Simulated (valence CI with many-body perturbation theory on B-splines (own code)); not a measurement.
# Os3+: calculated level list

Calculated by relativistic CI+MBPT: five valence electrons over a frozen Dirac-Fock core [Xe] 4f14, a basis of 7 s, 7 p, 8 d, 6 f, 4 g, 1 h functions for each j, with the one-electron correlation potential Σ1, the two-electron term Σ2, the three-electron term Σ3, Breit, model QED; selected CI, second order for the rest, scaled by the run's own slope (own B-spline code, finite nucleus).

No measured spectrum was set against this ion. As an estimate, terms of the open shell hold to 2 to 4 % of their energy, and close levels can change places; different configurations can be misplaced against each other by 1,000 to 8,000 cm⁻¹. Core correlation moves these levels by up to 13000 cm⁻¹, and in measured spectra 5 to 20 % of such shifts remained as error; rates that hang on mixing are uncertain with them. Among the levels kept, up to 1600 cm⁻¹ of a level comes from second order outside the variational space, and about a tenth of that is noise between levels of different J, which matters for small intervals. Only levels of the ground parity were solved; by the run's estimate the other parity begins above the list, which can be wrong where configurations are misplaced.

Levels 1 to 45 of 52, with energies above the lowest level, 5d5 6S_5/2. "Leading %" is the weight of the configuration and term that name the level; weights of strongly mixed levels are sums over their largest components and can fall short. Lifetimes count E1, E2, E3, M1 and M2 decay at the calculated energies, and are blank where another channel may lead or the interval is too uncertain; long ones can be off by a factor of two.

```tsv
No.	Configuration	Term	J	E (eV)	Leading %	Lifetime	Second component	g
1	5d5	6S	5/2	0.0000	87		10 % 5d5 4P	1.950
2	5d5	4G	5/2	2.039	33	78.1 ms	19 % 5d5 2F	1.010
3	5d5	4G	7/2	2.537	68	516 ms	11 % 5d5 4D	1.070
4	5d5	4D	3/2	2.613	46	43.4 ms	43 % 5d5 4P	1.392
5	5d5	4G	5/2	2.673	40	54.5 ms	27 % 5d5 4D	1.084
6	5d5	4G	11/2	2.677	81		13 % 5d5 2H	1.235
7	5d5	4G	9/2	2.755	86	5.42 s	6 % 5d5 4F	1.170
8	5d5	4P	1/2	2.897	58	1.57 s	32 % 5d5 4D	1.728
9	5d5	4D	7/2	3.260	69	168 ms	19 % 5d5 4G	1.322
10	5d5	4D	5/2	3.470	35	45.2 ms	30 % 5d5 2D	1.301
11	5d5	4D	1/2	3.629	62	100 ms	29 % 5d5 4P	0.890
12	5d5	4D	3/2	3.772	41	46.8 ms	38 % 5d5 4P	1.347
13	5d5	2I	11/2	3.848	74	138 ms	13 % 5d5 2H	0.984
14	5d5	2F	7/2	4.108	36	235 ms	30 % 5d5 4F	1.116
15	5d5	4F	3/2	4.162	48	33.3 ms	37 % 5d5 2D	0.700
16	5d5	2G	9/2	4.194	47	139 ms	30 % 5d5 4F	1.165
17	5d5	2I	13/2	4.210	98	856 ms		1.077
18	5d5	2F	5/2	4.274	34	22.3 ms	19 % 5d5 4F	1.038
19	5d5	4F	5/2	4.795	45	30.5 ms	26 % 5d5 2F	1.078
20	5d5	2H	9/2	4.914	50	30.5 ms	43 % 5d5 4F	1.107
21	5d5	2F	7/2	4.918	40	79.2 ms	38 % 5d5 2G	1.059
22	5d5	2F	5/2	5.150	47	29.1 ms	21 % 5d5 2D	1.043
23	5d5	2D	3/2	5.202	46	42.7 ms	42 % 5d5 4F	0.684
24	5d5	2F	7/2	5.298	55	32.6 ms	34 % 5d5 2G	1.055
25	5d4 6s	6D	1/2	5.462	73		15 % 5d4 6s 4P	3.091
26	5d5	4F	7/2	5.603	42	31.5 ms	39 % 5d5 2F	1.178
27	5d5	2S	1/2	5.659	75		6 % 5d4 6s 6D	2.047
28	5d5	2H	11/2	5.760	71	20.0 ms	20 % 5d5 2I	1.067
29	5d5	2G	9/2	5.793	44	49.1 ms	33 % 5d5 2H	1.084
30	5d4 6s	6D	3/2	5.811	88	15.1 ms	8 % 5d4 6s 4P	1.844
31	5d4 6s	6D	5/2	6.170	92	12.1 ms		1.637
32	5d5	2D	5/2	6.338	43		38 % 5d5 2F	1.051
33	5d5	2D	3/2	6.440	88	18.6 ms	4 % 5d5 4D	0.819
34	5d4 6s	6D	7/2	6.500	90	9.86 ms	5 % 5d4 6s 4F	1.561
35	5d4 6s	6D	9/2	6.792	81	8.24 ms	13 % 5d4 6s 4F	1.508
36	5d5	2D	5/2	6.812	66	16.5 ms	18 % 5d5 2F	1.138
37	5d5	2G	9/2	7.126	88	30.9 ms	4 % 5d4 6s 2G	1.119
38	5d5	2G	7/2	7.293	78	25.4 ms	9 % 5d5 2F	0.911
39	5d4 6s	4D	1/2	7.495	45	4.96 ms	24 % 5d4 6s 2P	0.874
40	5d4 6s	4D	3/2	7.960	38	6.46 ms	23 % 5d5 2P	1.216
41	5d4 6s	4H	7/2	8.096	52	10.4 ms	18 % 5d4 6s 4G	0.854
42	5d4 6s	4P	1/2	8.260	52	5.11 ms	19 % 5d4 6s 4D	1.968
43	5d4 6s	4H	9/2	8.282	52	8.76 ms	22 % 5d4 6s 4G	1.076
44	5d5	2P	3/2	8.284	53	10.6 ms	24 % 5d4 6s 4D	1.230
45	5d4 6s	4D	5/2	8.358	40	5.93 ms	24 % 5d4 6s 4F	1.068
```

Names give the largest LS component (configuration and term), which can be under half, so a name can repeat, a term be missing and a line seem to break the LS rules; names also repeat where a configuration has a term twice.

The ionisation energy to 5d4 5D_0 of the next ion comes out as 41.542 eV (NIST: 41 ± 1.7 eV (theoretical)). All 52 levels together are meant to be complete up to 8.955 eV.
